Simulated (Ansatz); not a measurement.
Computed with Ansatz on PBE0-D4/def2-TZVP structures; ΔE is electronic, products minus reactants. CCSD(T)/CBS is the MP2 limit (def2-TZVPP, def2-QZVPP) plus CCSD(T) − MP2 in def2-TZVPP, frozen cores. This one scheme is used for every species. Functionals use def2-TZVPP. Each species was taken in one conformer, which may not be the lowest.

Consider the formal exchange of groups at the Si–N bond: `[SiH3]N[SiH3]` + `C=C(N)OC` → `C=C([SiH3])OC` + `NN[SiH3]`.

`[SiH3]N[SiH3]`:

Z-matrix (Å, degrees):
```
Si
N 1 1.726
H 1 1.490 2 112.6
H 1 1.484 2 107.4 3 119.9
H 1 1.489 2 110.9 3 -120.0
Si 2 1.726 1 128.9 3 -109.8
H 2 1.011 1 115.5 3 66.2
H 6 1.490 2 112.6 1 109.8
H 6 1.484 2 107.4 1 -10.1
H 6 1.488 2 110.9 1 -130.1
```

`C=C(N)OC`:

Z-matrix (Å, degrees):
```
C
O 1 1.407
H 1 1.095 2 111.1
H 1 1.094 2 111.0 3 121.7
H 1 1.089 2 106.3 3 -119.2
C 2 1.349 1 117.1 3 -59.9
N 6 1.382 2 108.9 1 -177.8
C 6 1.340 2 125.8 1 -0.1
H 7 1.006 6 114.1 2 -162.3
H 7 1.008 6 113.3 2 -31.3
H 8 1.081 6 119.7 2 179.2
H 8 1.077 6 122.3 2 -2.8
```

`C=C([SiH3])OC`:

Z-matrix (Å, degrees):
```
Si
C 1 1.877
H 1 1.486 2 110.2
H 1 1.486 2 110.2 3 -119.7
H 1 1.485 2 108.2 3 120.2
O 2 1.356 1 111.9 3 60.0
C 2 1.336 1 122.5 3 -120.0
C 6 1.409 2 117.2 1 180.0
H 7 1.081 2 119.1 1 -0.0
H 7 1.083 2 123.8 1 180.0
H 8 1.095 6 111.0 2 -60.7
H 8 1.089 6 106.5 2 -179.9
H 8 1.095 6 111.1 2 60.8
```

`NN[SiH3]`:

```xyz
9

N    -0.334    1.452    0.628
N     0.174    0.146    0.746
Si    0.181   -0.987   -0.540
H     0.089    1.935   -0.158
H    -1.337    1.424    0.486
H     0.685    0.015    1.602
H     0.915   -0.481   -1.739
H    -1.208   -1.284   -0.993
H     0.835   -2.221   -0.032
```

```tsv
level	ΔE (eV)
B2PLYP	2.19
PBE0	2.15
CCSD(T)/def2-TZVPP	2.18
MP2/CBS(def2)	2.30
```

(1) What does CCSD(T)/CBS give? (An estimate is asked.)

Largest T1 diagnostic among the species: 0.013.

Results:

(1) Computed: +2.19 eV. The listed levels differ from it by 0.00, -0.04, -0.01, 0.11 eV.

In def2-TZVPP, CCSD(T) changes the Hartree–Fock value by −0.17 eV (the triples alone add −0.03 eV) and MP2 by −0.06 eV. From PBE to PBE0 (25 % exact exchange), in def2-TZVPP and without D4, ΔE moves by +0.12 eV.
